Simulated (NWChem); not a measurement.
Species: boron oxyfluoride (BOF); SMILES O=BF

Computed with NWChem. Coordinates come from a PBE-D3(BJ)/def2-SVP optimisation. Total energies compare along this basis series because the functional is fixed.

```csv
level,basis functions,energy (Ha),highest occupied level (eV),orbital gap (eV),dipole (D)
PBE0/def2-SVP,42,-199.6378,-10.08,10.14,1.98
PBE0/def2-SVPD,66,-199.6512,-10.42,9.60,2.15
PBE0/def2-TZVP,93,-199.8788,-10.25,9.70,2.14
PBE0/def2-TZVPP,93,-199.8788,-10.25,9.70,2.14
PBE0/def2-QZVP,171,-199.8900,-10.28,9.78,2.16
```
